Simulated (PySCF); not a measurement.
## Argon: a sound run and one with changed settings

Sound run: Ar⁺ [Ne] 3s2 3p5, Ar²⁺ [Ne] 3s2 3p4. Calculation: PySCF 2.14, in aug-cc-pV(D+d)Z (5s4p3d, 32 functions); the non-relativistic Hamiltonian (point nucleus). The sound run starts from symmetry-adapted Hartree-Fock orbitals and uses a fine grid where one is needed.

Changed run: radial step 1.2 in ln r (0.13 in the sound run). This setting is unsound on purpose.

```json
{"species": "Ar⁺", "method": "UHF", "sound run (hartree)": "-526.26171", "changed run (hartree)": "-526.26171", "converged": "yes"}
{"species": "Ar⁺", "method": "r2SCAN", "sound run (hartree)": "-526.91290", "changed run (hartree)": "-525.63293", "converged": "yes"}
{"species": "Ar⁺", "method": "B3LYP", "sound run (hartree)": "-526.96254", "changed run (hartree)": "-525.63495", "converged": "yes"}
{"species": "Ar²⁺", "method": "UHF", "sound run (hartree)": "-525.29165", "changed run (hartree)": "-525.29165", "converged": "yes"}
{"species": "Ar²⁺", "method": "r2SCAN", "sound run (hartree)": "-525.89495", "changed run (hartree)": "-524.67426", "converged": "yes"}
{"species": "Ar²⁺", "method": "B3LYP", "sound run (hartree)": "-525.94303", "changed run (hartree)": "-524.66173", "converged": "yes"}
```

Ionisation energy of Ar⁺:

| method | sound run (eV) | changed run (eV) |
| --- | --- | --- |
| UHF | 26.397 | 26.397 |
| r2SCAN | 27.700 | 26.087 |
| B3LYP | 27.742 | 26.483 |

A coarse radial grid mis-integrates the density and the exchange-correlation energy, with errors of either sign; Hartree-Fock needs no grid.

For comparison, NIST gives 27.630 eV between the lowest levels.
